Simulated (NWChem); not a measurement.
Molecule: AlH₂OF; SMILES [OH][AlH][F]

```xyz
5

Al    -0.4527    -0.0177     0.0000
H     -2.0177    -0.0367     0.0000
F      0.4033    -1.4445     0.0000
O      0.3696     1.4583     0.0000
H      1.3169     1.6016     0.0000
```
Atoms are numbered in this order, from 1.

The geometry was optimised at PBE0/def2-SVP.

Symmetry labels are those of Cs in the frame above (b1 and b2, or b-type labels, depend on it).

Question: List the 4 lowest vertical singlet excitations from PBE0/6-31G* (spherical d), full TDDFT (NWChem).

Answer: 
| state | energy (eV) | oscillator strength | symmetry | leading excitation (squared amplitude) |
|---|---|---|---|---|
| S1 | 7.57 | 0.022 | a" | HOMO → LUMO+1 (0.91) |
| S2 | 7.64 | 0.011 | a" | HOMO−1 → LUMO (0.88) |
| S3 | 7.71 | 0.006 | a' | HOMO → LUMO (0.54) |
| S4 | 8.17 | 0.132 | a" | HOMO−2 → LUMO (0.89) |
